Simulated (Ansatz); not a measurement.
One change: `OC(O)(Cl)Cl` becomes `O[Si](O)(Cl)Cl`.

Ansatz, PBE0-D4/def2-TZVP geometries, multiplicity 1. Each molecule was computed in one conformer, which needn't be the lowest.

| property | `OC(O)(Cl)Cl` |
| --- | --- |
| LUMO energy (PBE0/def2-TZVPP) / eV | -0.12 |
| LUMO energy (B3LYP/def2-TZVPP) / eV | -0.42 |
| HOMO–LUMO gap (ωB97M-V/def2-TZVPP) / eV | 13.15 |
| HOMO–LUMO gap (PBE/def2-TZVPP) / eV | 6.02 |
| HOMO energy (PBE0/def2-TZVPP) / eV | -8.78 |
| HOMO–LUMO gap (B3LYP/def2-TZVPP) / eV | 8.08 |

Question: What does the change do to each property? (Estimate.)

Answer: Ansatz gave: 
```json
{"property": "LUMO energy (PBE0/def2-TZVPP) / eV", "`O[Si](O)(Cl)Cl`": "0.26", "shift": "0.38"}
{"property": "LUMO energy (B3LYP/def2-TZVPP) / eV", "`O[Si](O)(Cl)Cl`": "-0.11", "shift": "0.31"}
{"property": "HOMO–LUMO gap (ωB97M-V/def2-TZVPP) / eV", "`O[Si](O)(Cl)Cl`": "13.25", "shift": "0.10"}
{"property": "HOMO–LUMO gap (PBE/def2-TZVPP) / eV", "`O[Si](O)(Cl)Cl`": "6.97", "shift": "0.95"}
{"property": "HOMO energy (PBE0/def2-TZVPP) / eV", "`O[Si](O)(Cl)Cl`": "-9.15", "shift": "-0.37"}
{"property": "HOMO–LUMO gap (B3LYP/def2-TZVPP) / eV", "`O[Si](O)(Cl)Cl`": "8.75", "shift": "0.67"}
```

With PBE0 the HOMO falls by 0.37 eV and the LUMO rises by 0.38 eV, so the gap widens by about 0.75 eV. PBE moves the HOMO by -0.40 eV and ωB97M-V by -0.34 eV.

B3LYP here is the variant with VWN-RPA as its local correlation; programs differ in this.
